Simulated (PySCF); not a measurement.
Species: Si(SMe)4, C₄H₁₂S₄Si.
SMILES: `CS[Si](SC)(SC)SC`

Torsions of this conformer, `[CH3:1][S:2][Si:3]([S:4][CH3:5])([S:6][CH3:7])[S:8][CH3:9]`: C1–S2–Si3–S4 180°, S2–Si3–S4–C5 58°, S2–Si3–S6–C7 179°, S2–Si3–S8–C9 61°.

The closed-shell ground state was solved at several levels (PySCF, density fitting, gas phase, non-relativistic). The structure is a single PBE0-D3(BJ)/def2-SVP conformer in the gas phase; no vibrational or solvent corrections. The dipole stays under 0.02 D at every level.

| level | basis functions | HOMO (eV) | LUMO (eV) | gap (eV) |
| --- | --- | --- | --- | --- |
| PBE0/pcSseg-1 | 248 | -7.05 | 0.00 | 7.05 |
| wB97X-D/def2-SVPD | 308 | -8.79 | 1.45 | 10.24 |

Question: Estimate the row for HF/pcSseg-1, a basis of 248 functions; the other rows only guide the guess.

Answer: HOMO -9.80 eV, LUMO 3.42 eV, gap 13.22 eV.

Question: Over all these levels, which gives the widest orbital gap and which the narrowest?

Answer: HF/pcSseg-1 (Hartree–Fock, all exact exchange) has the widest, 13.22 eV, and PBE0/pcSseg-1 (global hybrid, 25 % exact exchange) the narrowest, 7.05 eV. The two share the basis. From the narrowest to the widest the HOMO moves by -2.75 eV and the LUMO by +3.42 eV. The HOMO need not be the same orbital at Hartree–Fock and at DFT levels.
